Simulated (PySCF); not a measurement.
## Fractional electron number in Ti²⁺ (titanium, charge +2)

The 3d alpha orbital of [Ar] 3d2 is emptied in steps (occupation f), with all orbitals relaxed, ending at [Ar] 3d1. Calculation: PySCF 2.14, in def2-SVP; no relativity, point nucleus. The exact energy is a straight line in f; departures are measured from the line between the end points of the same method.

```
   f  BHandHLYP (eV)  wB97X (eV)  MN15 (eV)
   1           0.000       0.000      0.000
0.75          -0.660      -0.577     -0.899
 0.5          -0.889      -0.786     -1.218
0.25          -0.673      -0.601     -0.929
   0           0.000       0.000      0.000
```

Q: For BHandHLYP, how does the orbital energy at f = 1 compare with the removal energy?

A: −ε = 24.904 eV against a total-energy difference of 28.386 eV. By Janak's theorem ε = ∂E/∂f, so the gap between them reflects the curvature. Along the path −ε is 26.598 (f = 0.75), 28.351 (f = 0.5), 30.156 (f = 0.25) eV.

| method | E(f=0) − E(f=1) (eV) | −ε at f=1 (eV) | −ε at f=0.5 (eV) |
| --- | --- | --- | --- |
| BHandHLYP | 28.386 | 24.904 | 28.351 |
| wB97X | 28.208 | 25.207 | 28.141 |
| MN15 | 28.170 | 23.453 | 28.088 |

Reference removal energy between the ground levels: 27.492 eV (measured; NIST Atomic Spectra Database, ionization energies). The calculation has no spin-orbit coupling.
